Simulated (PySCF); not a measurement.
C₄H₉O, SMILES C(CCC)[O], multiplicity 2.

Geometry: TPSSh-D3(BJ)/def2-SVP. The isomer is the one that the SMILES or the coordinates give; other isomers of the formula were not compared. One conformer was computed; it need not be the lowest.

Calculation: TDA-PBE0/def2-SVPD in PySCF 2.14.0.

Vertical excitations. Isolated molecule, no solvent.

```csv
state,energy (eV),λ (nm),f,main pairs
root 1,0.48,2580,0.000,β HOMO→LUMO 94 %
root 2,4.15,299,0.002,"β HOMO−1→LUMO 44 %, β HOMO−6→LUMO 16 %, β HOMO−4→LUMO 15 %, β HOMO−5→LUMO 13 %"
root 3,4.67,265,0.006,"β HOMO−2→LUMO 60 %, β HOMO−1→LUMO 31 %"
root 4,4.93,252,0.002,"β HOMO−3→LUMO 26 %, β HOMO−1→LUMO 20 %, β HOMO−2→LUMO 19 %, β HOMO−6→LUMO 12 %"
root 5,5.15,241,0.007,"β HOMO−3→LUMO 62 %, β HOMO−4→LUMO 12 %"
root 6,5.92,210,0.015,"β HOMO−4→LUMO 53 %, β HOMO−5→LUMO 31 %"
root 7,6.75,184,0.008,"β HOMO−6→LUMO 48 %, β HOMO−5→LUMO 34 %, β HOMO−4→LUMO 9 %"
root 8,7.16,173,0.005,"β HOMO→LUMO+1 77 %, β HOMO→LUMO+2 15 %"
root 9,7.51,165,0.001,"β HOMO−7→LUMO 58 %, β HOMO−8→LUMO 28 %"
root 10,7.56,164,0.007,"α HOMO→LUMO 22 %, β HOMO−8→LUMO 43 %, β HOMO−7→LUMO 23 %"
```
Unrestricted roots are not spin-pure.
